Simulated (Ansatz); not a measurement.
Ideal-gas functions of C₂H₂ClO₂Si (`[C]#C[Si](O)(O)Cl`) radical at 500 K and 1 bar, from an Ansatz frequency run at PBE0-D4/def2-TZVP.

Molar mass 121.58 g/mol, point group C1 (symmetry number 1), electronic degeneracy 2, moments of inertia 173.112, 265.742, 309.601 u Å². Harmonic wavenumbers (cm⁻¹, unscaled): 100, 120, 175, 194, 240, 277, 327, 339, 353, 537, 656, 791, 850, 913, 993, 2175, 3912, 3917.

Use S(trans) = R[1.5 ln M + 2.5 ln T − 1.1517]; rotational temperatures θ = 24.2544 K / I; S(rot) = R[ln(√π/σ · √(T³/θAθBθC)) + 1.5]; for each mode x = 1.438777 ν̃/T, S = R[x/(eˣ − 1) − ln(1 − e⁻ˣ)] and H = RT x/(eˣ − 1); 1 cm⁻¹ = 0.0119627 kJ/mol; R = 8.31446 J/(mol·K).

Q: By hand: the entropy, in J/(mol·K).

A: Translation 179.5. Rotation: θ = 0.1401, 0.0913, 0.0783 K, giving 123.4. Vibration, mode by mode: 18.70, 17.20, 14.11, 13.27, 11.56, 10.42, 9.12, 8.84, 8.53, 5.48, 4.17, 3.07, 2.68, 2.33, 1.94, 0.12, 0.00, 0.00, in all 131.5. Electronic 5.8. Sum 440.2 J/(mol·K).

Q: By hand: H − E and G − E in kJ/mol, counted from the electronic energy.

A: Zero-point energy ½ × 16869 × 0.0119627 = 100.9; thermal vibration 33.1; translation, rotation and pV give 4 RT = 16.6. H − E = 150.6 kJ/mol, and G − E = 150.6 − 500 × 440.2/1000 = -69.5 kJ/mol.

Vibration gives 30 % of the entropy, 35.9 J/(mol·K) of it from the modes under 150 cm⁻¹: soft modes count most, and the harmonic formula is weakest for them. The sum counts one conformer and one mirror image; others add a mixing term.
